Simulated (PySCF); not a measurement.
This PySCF input asks for the NMR shieldings of SMILES CCN(C)CCN, C5H14N2; the geometry comes from GFN2-xTB.

```python
import basis_set_exchange as bse
import numpy as np
from pyscf import gto, dft
from pyscf.prop import nmr

atoms = """
C    -2.109489    1.520032    0.154210
C    -1.136794    0.617711    0.907008
N    -0.210220   -0.058596    0.012322
C    -0.875448   -1.063535   -0.792112
C     0.937060   -0.610834    0.716961
C     2.129304   -0.811199   -0.235586
N     2.469601    0.373695   -0.999561
H    -2.863183    0.945828   -0.377655
H    -2.618752    2.173466    0.858408
H    -1.565105    2.131197   -0.560985
H    -0.544300    1.242794    1.580788
H    -1.702300   -0.101678    1.526490
H    -1.666379   -0.597613   -1.374536
H    -0.163883   -1.506377   -1.485031
H    -1.313801   -1.867312   -0.178275
H     0.697621   -1.564086    1.219825
H     1.237688    0.107180    1.485922
H     1.918599   -1.612251   -0.948093
H     3.002296   -1.109670    0.351354
H     2.730670    1.124981   -0.367549
H     1.637896    0.683211   -1.494378
"""
names = dict.fromkeys(["C", "N", "H"], "pcSseg-1")
basis = {el: gto.basis.parse(bse.get_basis(n, elements=[el], fmt="nwchem")) for el, n in names.items()}
mol = gto.M(atom=atoms, basis=basis, charge=0, verbose=0)
mf = dft.RKS(mol, xc="PBE0")
mf.grids.level = 2
mf.grids.alignment = dft.numint.BLKSIZE   # the property module wants whole blocks of grid points
mf.conv_tol = 1e-9
mf.kernel()

calc = nmr.RKS(mf)   # GIAO
C = mf.mo_coeff
Co = C[:, mf.mo_occ > 0]
resp = mf.gen_response(singlet=True, hermi=2)
def vind(x):   # induced exchange potential for any number of trial vectors
    d = np.einsum("pi,xij,qj->xpq", C, 2 * x.reshape(-1, C.shape[1], Co.shape[1]), Co, optimize=True)
    return np.einsum("xpq,pi,qj->xij", resp(d - d.transpose(0, 2, 1)), C, Co, optimize=True).ravel()
mo1, _ = nmr.rhf.solve_mo1(calc, with_cphf=vind)
sigma = calc.kernel(mo1)
for i, s in enumerate(sigma):   # ppm
    w = np.linalg.eigvalsh((s + s.T) / 2)
    print("%2d %-2s iso %8.1f  s11 %8.1f  s22 %8.1f  s33 %8.1f" % (i, mol.atom_pure_symbol(i), w.mean(), *w))
```

**Question.** What are the results?

**Answer.** 
```
 0 C  iso    170.2  s11    151.6  s22    171.5  s33    187.5
 1 C  iso    128.7  s11    104.0  s22    111.9  s33    170.1
 2 N  iso    215.4  s11    184.3  s22    211.8  s33    250.1
 3 C  iso    149.2  s11    113.7  s22    147.2  s33    186.6
 4 C  iso    118.0  s11     99.5  s22    106.9  s33    147.7
 5 C  iso    142.7  s11    119.0  s22    142.8  s33    166.4
 6 N  iso    233.7  s11    204.9  s22    227.9  s33    268.4
 7 H  iso     30.3  s11     25.6  s22     29.5  s33     35.8
 8 H  iso     30.6  s11     26.2  s22     27.6  s33     37.9
 9 H  iso     30.6  s11     26.4  s22     29.3  s33     36.2
10 H  iso     29.3  s11     24.0  s22     29.5  s33     34.4
11 H  iso     29.4  s11     25.0  s22     29.1  s33     34.2
12 H  iso     29.2  s11     24.1  s22     28.4  s33     35.2
13 H  iso     29.2  s11     23.9  s22     28.7  s33     35.1
14 H  iso     30.5  s11     27.1  s22     27.2  s33     37.3
15 H  iso     29.5  s11     25.8  s22     28.9  s33     33.8
16 H  iso     29.6  s11     24.8  s22     29.1  s33     34.9
17 H  iso     28.8  s11     24.1  s22     28.5  s33     33.9
18 H  iso     29.1  s11     23.9  s22     28.1  s33     35.4
19 H  iso     31.9  s11     26.3  s22     28.0  s33     41.5
20 H  iso     30.0  s11     22.1  s22     30.1  s33     37.8
```

These numbers come from an equivalent density-fitted implementation of the same equations, which agrees with the script to about 0.01 ppm for H and up to a few tenths of a ppm for heavy atoms, so last digits may differ.

**Question.** Turn these shieldings into chemical shifts. Shifts are taken against calculated references (same method and geometry level): 13C (186.93 ppm) and 1H (31.72 ppm) against TMS; NH3 for 15N (267.73 ppm).

**Answer.** Averaging equivalent atoms: C 4: 68.9; C 1: 58.2; C 5: 44.2; C 3: 37.7; C 0: 16.7; N 2: 52.3; N 6: 34.0; H 17/18: 2.73; H 10/11: 2.37; H 15/16: 2.18; H 12/13/14: 2.06; H 7/8/9: 1.19; H 19/20: 0.77 ppm. Experimental scales use liquid or dissolved standards, which lie at an offset from isolated NH3 (liquid NH3: subtract about 20 ppm).

Size and cost of the density-fitted run: 189 basis functions, 24 s wall time on 1 thread of an Intel Xeon Platinum 8559C, shared host; peak memory 0.85 GiB.
